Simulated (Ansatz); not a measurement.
C$_{3}$H$_{7}$ClSi (`C[C@H]1C[Si@H]1Cl`), relaxed with RKS PBE-D4/def2-SVP in the Gaussian-basis code of Ansatz from a rough embedded geometry. The force threshold is 0.03 eV/Å; the program also tests the step.

Charge 0, multiplicity 1.

Start:

```xyz
12

C    -1.367   -0.684    0.244
C    -0.050   -0.165    0.596
C     1.086   -0.461   -0.313
Si    0.688    1.390   -0.054
Cl   -0.059    1.970   -1.922
H    -2.179   -0.028    0.736
H    -1.514   -1.679    0.551
H    -1.563   -0.574   -0.837
H     0.088   -0.282    1.708
H     2.062   -0.689    0.178
H     0.927   -0.839   -1.276
H     1.881    2.039    0.388
```

```
step  energy (eV)  largest force (eV/Å)  largest move (Å)
   1  -23602.8329                 2.955             0.000
   2  -23603.3928                 1.175             0.195
   3  -23603.5309                 0.688             0.124
   4  -23603.5722                 0.294             0.099
   5  -23603.5742                 0.152             0.128
   6  -23603.5844                 0.059             0.084
   7  -23603.5852                 0.028             0.013
```

End:

```xyz
12

C    -1.409   -0.619    0.234
C    -0.029   -0.121    0.624
C     1.189   -0.522   -0.275
Si    0.817    1.300   -0.248
Cl   -0.130    2.125   -1.906
H    -2.198   -0.134    0.844
H    -1.495   -1.719    0.376
H    -1.637   -0.402   -0.830
H     0.182   -0.201    1.707
H     2.084   -0.921    0.233
H     0.938   -1.087   -1.192
H     1.688    2.302    0.433
```

Run time 8.5 s (4 threads of an Intel Xeon Platinum 8488C on a shared host); peak host memory 0.18 GiB.
